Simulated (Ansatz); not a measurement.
Consider the redistribution: `ClB(Br)Br` + `[SiH3]O[SiH](Br)O[SiH3]` → `BrB(Br)Br` + `[SiH3]O[SiH](Cl)O[SiH3]`.

Isolated molecules relaxed with PBE0-D4/def2-TZVP in Ansatz; ΔE leaves out vibrations. CCSD(T)/CBS is the MP2 limit (def2-TZVPP, def2-QZVPP) plus CCSD(T) − MP2 in def2-TZVPP, frozen cores. For Br outer-core shells are correlated without core-valence functions, which leaves a few kJ/mol of doubt a bond. Scalar relativity is left out up to krypton. Each species was taken in one conformer, which may not be the lowest.

```tsv
species	HF/CBS(def2) energy (Eh)
`ClB(Br)Br`	-5629.27363
`[SiH3]O[SiH](Br)O[SiH3]`	-3593.47798
`BrB(Br)Br`	-7742.21226
`[SiH3]O[SiH](Cl)O[SiH3]`	-1480.53775
```

Q: Work out ΔE.

A: ΔE = (-7742.21226) + (-1480.53775) − (-5629.27363) − (-3593.47798) = 0.00160 Eh = +0.04 eV. CCSD(T)/CBS gives +0.03 eV.

Largest T1 diagnostic among the species: 0.011.
